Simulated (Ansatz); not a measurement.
Stretching the Mg1–O2 bond in MgO (multiplicity 1 held). Energies count from the point at 1.739 Å.


Signs of static correlation in def2-TZVPPD, from Ansatz (a quantum-chemistry and plane-wave program) runs.

```csv
R (Å),T1 of restricted CCSD,⟨S²⟩ of UHF,largest double amplitude of restricted CCSD
1.392,0.072,0.955,0.149
1.565,0.064,0.953,0.152
1.739,0.051,1.008,0.190
1.913,0.053,1.009,0.238
2.087,___,1.009,0.278
2.348,___,1.009,0.322
2.609,0.145,1.010,0.346
3.044,0.159,1.163,0.327
3.479,0.136,1.068,0.227
4.001,0.077,1.019,0.185
4.696,0.023,1.009,0.214
5.566,0.009,1.009,0.221
6.958,0.008,1.009,0.223
```

Q: Complete the blanks.

A: 
- 2.087, T1 of restricted CCSD: 0.078
- 2.348, T1 of restricted CCSD: 0.118

Doubts at one or more of the structures used: T1 above 0.05 (R-CCSD(T)/def2-TZVPPD, U-CCSD(T)/def2-TZVPPD); a restricted determinant that unrestricted orbitals would lower (R-CCSD(T)/def2-TZVPPD); other coupled-cluster roots lie near (R-CCSD(T)/def2-TZVPPD); a spin-contaminated determinant (U-CCSD(T)/def2-TZVPPD); the program's own flag: large difference (U-CCSD(T)/def2-TZVPPD); the program's own flag: other amplitudes (U-CCSD(T)/def2-TZVPPD).
